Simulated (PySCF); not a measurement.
Molfile (atoms numbered from 1):
```
C7H13NSi
     RDKit          3D

 22 22  0  0  0  0  0  0  0  0999 V2000
    1.0097    1.9715    0.2118 C   0  0  0  0  0  0  0  0  0  0  0  0
    1.5814    0.7870   -0.0375 C   0  0  0  0  0  0  0  0  0  0  0  0
    2.8824    0.3877   -0.7152 C   0  0  0  0  0  0  0  0  0  0  0  0
    2.3665   -1.0771   -0.7486 C   0  0  0  0  0  0  0  0  0  0  0  0
    1.1905   -0.6298    0.1037 C   0  0  0  0  0  0  0  0  0  0  0  0
    0.2802   -1.3079    0.8224 C   0  0  0  0  0  0  0  0  0  0  0  0
   -0.7637   -0.7158    1.7056 C   0  0  0  0  0  0  0  0  0  0  0  0
   -2.3935   -0.4844    0.7755 Si  0  0  0  0  0  4  0  0  0  0  0  0
   -2.1159    0.7056   -0.4522 N   0  0  0  0  0  0  0  0  0  0  0  0
   -0.0016    2.0493    0.6168 H   0  0  0  0  0  0  0  0  0  0  0  0
    1.5326    2.9011   -0.0307 H   0  0  0  0  0  0  0  0  0  0  0  0
    3.0839    0.8622   -1.6878 H   0  0  0  0  0  0  0  0  0  0  0  0
    3.7655    0.5221   -0.0710 H   0  0  0  0  0  0  0  0  0  0  0  0
    2.0796   -1.4125   -1.7582 H   0  0  0  0  0  0  0  0  0  0  0  0
    3.0256   -1.8380   -0.3032 H   0  0  0  0  0  0  0  0  0  0  0  0
    0.2970   -2.4021    0.7441 H   0  0  0  0  0  0  0  0  0  0  0  0
   -0.4547    0.2713    2.0883 H   0  0  0  0  0  0  0  0  0  0  0  0
   -0.9580   -1.3703    2.5716 H   0  0  0  0  0  0  0  0  0  0  0  0
   -3.4693    0.0312    1.6795 H   0  0  0  0  0  0  0  0  0  0  0  0
   -2.8361   -1.8395    0.2947 H   0  0  0  0  0  0  0  0  0  0  0  0
   -1.2918    0.5992   -1.0369 H   0  0  0  0  0  0  0  0  0  0  0  0
   -2.8930    1.0719   -0.9903 H   0  0  0  0  0  0  0  0  0  0  0  0
  1  2  2  0
  2  3  1  0
  3  4  1  0
  4  5  1  0
  5  6  2  0
  6  7  1  0
  7  8  1  0
  8  9  1  0
  5  2  1  0
  1 10  1  0
  1 11  1  0
  3 12  1  0
  3 13  1  0
  4 14  1  0
  4 15  1  0
  6 16  1  0
  7 17  1  0
  7 18  1  0
  8 19  1  0
  8 20  1  0
  9 21  1  0
  9 22  1  0
M  END
```

Calculated, not measured (PySCF 2.14): PBE0/pcSseg-1 with gauge-including orbitals, coordinates at the PBE0-D3(BJ)/def2-SVP level. One computed conformer, non-relativistic, no solvent model, fast rotation and ring inversion assumed for equivalent nuclei.

Referencing at the same level of theory: 13C (184.41 ppm), 1H (31.27 ppm), 29Si (351.99 ppm) vs TMS; NH3 for 15N (265.67 ppm).

```
  atoms  nucleus  count  δ (ppm)
    Si8     29Si      1    -32.5
     C7      13C      1     20.1
     C5      13C      1    145.1
    H10       1H      1     6.19
H14/H15       1H      2     2.54
H19/H20       1H      2        ?
    H11       1H      1        ?
     C4      13C      1        ?
     N9      15N      1      9.9
    H16       1H      1        ?
H21/H22       1H      2     0.13
H17/H18       1H      2        ?
     C2      13C      1    155.9
     C1      13C      1    115.7
H12/H13       1H      2     2.53
     C6      13C      1    129.8
     C3      13C      1     29.4
```

Complete the table.

## Answers


- C4: 29.0 ppm, allylic sp3 CH2; aliphatic region, no heteroatom directly attached
- H16: 5.65 ppm, hydrogen on an alkene CH; olefinic region
- H11: 5.22 ppm, hydrogen on a terminal =CH2 carbon; a vinylic proton, deshielded by the sp2 carbon and the C=C anisotropy
- H19/H20: 4.79 ppm, hydrogen on a silicon bonded to C, N
- H17/H18: 1.94 ppm, hydrogen on an allylic sp3 CH2 bonded to Si; allylic position

Exchangeable OH/NH protons stand at their gas-phase positions; hydrogen bonding in a real sample shifts them, mostly to higher δ. Shifts are as computed. Against solution values, carbons near 30 ppm lie about +2 ppm off and those near 130 ppm about +5 ppm. Of 1309 compounds with measured shifts, 239 miss one by over three times the rms of a fit or turn the order of signals round; such compounds aren't used in these exercises. Experimental scales use liquid or dissolved standards, which lie at an offset from isolated NH3 (liquid NH3: subtract about 20 ppm).
